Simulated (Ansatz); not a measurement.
The cluster RuPt₃⁻. The state is a doublet with charge -1. Geometry r2SCAN-D4/def2-SVPD.

Cartesian coordinates in Å:
```
Pt -0.299 1.689 1.418
Pt 0.323 -1.843 -1.199
Pt 0.407 0.796 -0.976
Ru -0.431 -0.642 0.756
```

In the def2 sets Pt, Ru take a core potential; there is no spin–orbit coupling. At PBE-D4/def2-TZVPD, revPBE-D4/def2-TZVPD, PBE0-D4/def2-SVPD, PBE0-D4/def2-TZVPD and others the charge -1 doublet is spin-contaminated (final ⟨S²⟩ up to 2.13, 0.75 for a pure state). At revPBE-D4/def2-TZVPD the highest occupied level of the charge -1 doublet lies above zero (up to 0.05 eV). The electron is either unbound and held by the finite basis, or the level is raised by self-interaction error. At PBE0-D4/def2-TZVPD a quartet of charge -1 lies 0.50 eV below the doublet, each at its own geometry. The structure comes from a short search, and lower isomers may exist.

Question: Estimate the α-spin orbital energies around the gap (eV) in Ansatz with PBE-D4/def2-TZVPD, revPBE-D4/def2-TZVPD, PBE0-D4/def2-SVPD, PBE0-D4/def2-TZVPD, CAM-B3LYP-D4/def2-TZVPD.

Answer: 
| orbital | PBE-D4/def2-TZVPD | revPBE-D4/def2-TZVPD | PBE0-D4/def2-SVPD | PBE0-D4/def2-TZVPD | CAM-B3LYP-D4/def2-TZVPD |
| --- | --- | --- | --- | --- | --- |
| HOMO−5 | -0.72 | -0.65 | -1.81 | -1.84 | -2.93 |
| HOMO−4 | -0.58 | -0.49 | -1.49 | -1.53 | -2.82 |
| HOMO−3 | -0.44 | -0.34 | -1.49 | -1.53 | -2.70 |
| HOMO−2 | -0.35 | -0.27 | -1.49 | -1.52 | -2.63 |
| HOMO−1 | -0.28 | -0.20 | -1.32 | -1.37 | -2.57 |
| HOMO | -0.25 | -0.18 | -1.03 | -1.07 | -2.18 |
| LUMO | 0.21 | 0.31 | 1.15 | 1.11 | 1.97 |
| LUMO+1 | 0.38 | 0.47 | 1.31 | 1.28 | 2.15 |
| LUMO+2 | 0.58 | 0.70 | 1.46 | 1.37 | 2.46 |
| LUMO+3 | 1.51 | 1.60 | 2.50 | 2.27 | 2.86 |
| LUMO+4 | 2.04 | 2.09 | 2.92 | 2.56 | 3.06 |
| LUMO+5 | 2.67 | 2.65 | 3.76 | 3.09 | 3.40 |
| β HOMO | -0.01 | 0.05 | -0.94 | -0.98 | -1.89 |
| β LUMO | 0.40 | 0.53 | 1.32 | 1.24 | 2.00 |
